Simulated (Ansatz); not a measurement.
```yaml
atoms:
  - { symbol: H, position_ang: [0.5320, 1.7065, 0.3933] }
  - { symbol: H, position_ang: [0.7197, 1.8314, 1.1141] }
  - { symbol: H, position_ang: [-0.0484, 1.3203, -1.8352] }
  - { symbol: H, position_ang: [0.1394, 1.4452, -1.1143] }
  - { symbol: H, position_ang: [-1.3673, 0.5406, 1.0900] }
  - { symbol: H, position_ang: [-1.1796, 0.6655, 1.8108] }
  - { symbol: H, position_ang: [-1.9477, 0.1544, -1.1385] }
  - { symbol: H, position_ang: [-1.7599, 0.2793, -0.4176] }
  - { symbol: H, position_ang: [1.7599, -0.2793, 0.4176] }
  - { symbol: H, position_ang: [1.9477, -0.1544, 1.1385] }
  - { symbol: H, position_ang: [1.1796, -0.6655, -1.8108] }
  - { symbol: H, position_ang: [1.3673, -0.5406, -1.0900] }
  - { symbol: H, position_ang: [-0.1394, -1.4452, 1.1143] }
  - { symbol: H, position_ang: [0.0484, -1.3203, 1.8352] }
  - { symbol: H, position_ang: [-0.7197, -1.8314, -1.1141] }
  - { symbol: H, position_ang: [-0.5320, -1.7065, -0.3933] }
```

Basis set: 6-31G* (spherical functions). All electrons are correlated. Charge 0, multiplicity 1.

Computed with Ansatz (development build ahead of 0.2.0); each method stands on the lowest determinant of its kind that the runs found. Restricted open shells among the atoms or ions are ROHF, correlated in semicanonical orbitals with singles.

(1) Give the atomization energy at this shape (free ground-state atoms in the same class of orbitals less the molecule, no zero-point energy) of singlet H₁₆ by RHF-MP2, RHF.

## Answers

(1)

```
 method  atomization energy
RHF-MP2            30.60 eV
    RHF            26.64 eV
```
